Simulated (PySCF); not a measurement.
Isomers of C8H18, one GFN2-xTB conformer each. Single-point energies are computed at PBE0/pcSseg-1 (PySCF, gas phase, no added dispersion term), electronic only.

Question: Rank them by PBE0/pcSseg-1 energy, lowest first (kcal/mol).
A. `[CH3:1][CH:2]([CH3:3])[CH2:4][CH2:5][CH:6]([CH3:7])[CH3:8]` with C1–C2–C4–C5 -63°, C2–C4–C5–C6 -169°, C4–C5–C6–C7 175°
B. `[CH3:1][CH:2]([CH3:3])[CH2:4][C:5]([CH3:6])([CH3:7])[CH3:8]` with C1–C2–C4–C5 171°
C. `[CH3:1][CH2:2][C@@H:3]([CH3:4])[C@H:5]([CH3:6])[CH2:7][CH3:8]` with C1–C2–C3–C4 70°, C2–C3–C5–C6 70°, C3–C5–C7–C8 -165°

Answer: A (0.0), B (2.1), C (2.8).

Neighbours under 2.5 kcal/mol apart (CC(C)CCC(C)C and CC(C)CC(C)(C)C; CC(C)CC(C)(C)C and CC[C@@H](C)[C@H](C)CC) can change places with a better method, another conformer or zero-point energy. GFN2-xTB itself gives, in the same order: 0.0, 0.8, 2.6. Both levels put the same isomer lowest; measured from each level's own lowest isomer, the values differ by up to 1.3 kcal/mol (CC(C)CC(C)(C)C: 0.8 against 2.1).

Question: Which frontier levels, dipoles and rotational constants go with these structures?

Answer: 
| SMILES | HOMO (eV, PBE0/pcSseg-1) | LUMO (eV) | dipole (D) | A, B, C (MHz) |
| --- | --- | --- | --- | --- |
| CC(C)CCC(C)C | -8.46 | 1.50 | 0.13 | 3926, 836.8, 789.3 |
| CC(C)CC(C)(C)C | -8.40 | 1.31 | 0.12 | 2996, 1228, 1114 |
| CC[C@@H](C)[C@H](C)CC | -8.41 | 1.49 | 0.01 | 3018, 1111, 1011 |

Question: As an exercise, what shares would exp(−E/RT) give at 2000 K from these electronic energies alone (no entropy, no degeneracies)?

Answer: RT = 3.974 kcal/mol: CC(C)CCC(C)C 48.0 %, CC(C)CC(C)(C)C 28.1 %, CC[C@@H](C)[C@H](C)CC 23.8 %.
